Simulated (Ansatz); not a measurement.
iodine monochloride (ClI), singlet, at a GFN2-xTB geometry (all electrons, no relativity); R2SCAN/STO-3G (Ansatz, a first-principles code).

Input for Ansatz:
Ansatz 0.2 input:
```yaml
crystal:
  periodic: [false, false, false]
  atoms:
    - {symbol: Cl, position_ang: [-0.00000000, -0.00000000, -1.74625450]}
    - {symbol: I, position_ang: [0.00000000, 0.00000000, 0.56011937]}
basis:
  gaussian:
    orbitals: STO-3G
    occupation: {up: {"A1": 17, "A2": 2, "B1": 9, "B2": 7}, down: {"A1": 17, "A2": 2, "B1": 9, "B2": 7}}
hamiltonian:
  xc: r2scan
```

The log (banner, timings and long lists left out):

```
Functional definition: r2SCAN
377 factors; integrals over basis functions are off by at most 1.1e-5 eV
Error: 9 electrons of one spin were asked for in irrep 1 (counted from 0), which has 8 orbitals
```

The input was rejected before any calculation.
